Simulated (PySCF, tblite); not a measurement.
Isomers of [C8H12]+ (charge +1 and doublet state), one GFN2-xTB conformer each. Single-point energies are computed at B3LYP/pcH-1 (PySCF, gas phase, no added dispersion term), electronic only. GFN2-xTB treats the open shell by occupation alone, and not every SCF solution was tested for stability.

Problem. Rank them by B3LYP/pcH-1 energy, lowest first (kcal/mol).
A. `[CH2+:1][CH:2][C@@:3]12[CH2:4][CH2:5][CH2:6][C@@H:7]1[CH2:8]2` (charge +1 and doublet state) with H–C1–C2–C3 1° and 180°, C1–C2–C3–C4 -176°, C2–C3–C4–C5 154°, C3–C4–C5–C6 -28°, C4–C5–C6–C7 32°, C5–C6–C7–C8 39°
B. `[CH3:1][CH2:2][CH+:3][C:4]1[CH:5]=[CH:6][C@H:7]1[CH3:8]` (charge +1 and doublet state) with C1–C2–C3–C4 159°, C2–C3–C4–C5 10°
C. `C1=CC(C)(C)[C+](C)[CH]1` [radical]

Solution. C (0.0), A (22.9), B (34.5).

As drawn, the lowest has a quaternary carbon, which the highest lacks; the highest has a four-membered ring, which the lowest lacks. GFN2-xTB itself gives, in the same order: 0.0, 6.8, 32.6. Both levels put the same isomer lowest; measured from each level's own lowest isomer, the values differ by up to 16.1 kcal/mol ([CH2+][CH][C@@]12CCC[C@@H]1C2: 6.8 against 22.9).

Problem. What happens when harmonic zero-point energies from GFN2-xTB frequencies are added?

Solution. 
| SMILES | ZPE (kcal/mol) | electronic (kcal/mol) | with ZPE (kcal/mol) |
| --- | --- | --- | --- |
| C[C+]1[CH]C=CC1(C)C | 107.2 | 0.0 | 0.0 |
| [CH2+][CH][C@@]12CCC[C@@H]1C2 | 108.2 | 22.9 | 24.0 |
| CC[CH+][C]1C=C[C@H]1C | 106.0 | 34.5 | 33.4 |

The zero-point energies span 2.2 kcal/mol. The order is unchanged.
